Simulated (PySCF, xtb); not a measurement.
CH4NO, SMILES NC=[OH+], charge +1. Other conformers were not sampled.

Harmonic wavenumbers (cm⁻¹) from GFN2-xTB in xtb at its own minimum, in rising order: 521, 646, 710, 742, 978, 1009, 1129, 1267, 1325, 1424, 1677, 2983, 3295, 3337, 3396.

Question: What does PBE-D3(BJ)/def2-TZVP (PySCF 2.14.0) give at its own minimum? (The exact figures need the calculation; the answer reports its results.)

Answer: 545, 589, 672, 711, 1033, 1042, 1139, 1356, 1399, 1578, 1698, 3127, 3428, 3532, 3569. Paired by order, the mean absolute difference is 82 cm⁻¹ and the zero-point energies are 34.9 and 36.3 kcal/mol.
